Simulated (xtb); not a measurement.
C4H7FSi, SMILES C[Si@@H](F)CC#C. All values are semi-empirical tight-binding results from xtb (GFN2-xTB unless named), good for trends rather than for accurate numbers. Geometry: GFN2-xTB. The structure was generated by enumeration; whether it is a known compound was not checked. One conformer was computed; it need not be the lowest.

Computed properties:
* **orbital gap**: 5.67 eV
* **dipole moment**: 2.10 D
* **zero-point energy**: 58.5 kcal/mol
* **G − E(el) at 298.15 K (modified RRHO)**: 37.6 kcal/mol
* **static polarisability (D4 model)**: 74.7 bohr³
* **solvation energy, GFN2-xTB/ALPB(water)**: -1.6 kcal/mol
* **solvation energy, GFN2-xTB/ALPB(acetone)**: -5.5 kcal/mol
